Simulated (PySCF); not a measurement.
Krypton: a sound run and one with changed settings

Sound run: Kr⁺ [Ar] 3d10 4s2 4p5, Kr²⁺ [Ar] 3d10 4s2 4p4. All numbers are calculated (PySCF 2.14, no relativity, point nucleus, in pcseg-2). In the sound run the correlated levels freeze [Ar] 3d10. The sound run starts from symmetry-adapted Hartree-Fock orbitals and uses a fine grid where one is needed.

A second run was set up differently.

```tsv
species	method	sound run (hartree)	changed run (hartree)	converged
Kr⁺	UHF	-2751.54303	-2722.30230	yes
Kr⁺	MN15	-2753.72368	-2720.97560	yes
Kr⁺	r2SCAN	-2753.26382	-2723.70411	yes
Kr⁺	MP2	-2751.67961	-2722.30230	yes
Kr²⁺	UHF	-2750.68844	-2721.45462	yes
Kr²⁺	MN15	-2752.83061	-2720.08794	yes
Kr²⁺	r2SCAN	-2752.36522	-2722.80821	yes
Kr²⁺	MP2	-2750.79514	-2721.45462	yes
```

Ionisation energy of Kr⁺:

```csv
method,sound run (eV),changed run (eV)
UHF,23.255,23.067
MN15,24.302,24.154
r2SCAN,24.452,24.379
MP2,24.068,23.067
SCS-MP2,24.064,23.067
```

Question: What was changed?
A. a valence shell is frozen
B. level shift left on
C. basis contracted for another Hamiltonian
D. minimal basis

Answer: D. It used basis STO-3G. A minimal basis cannot let orbitals breathe on ionisation and holds almost no correlation.
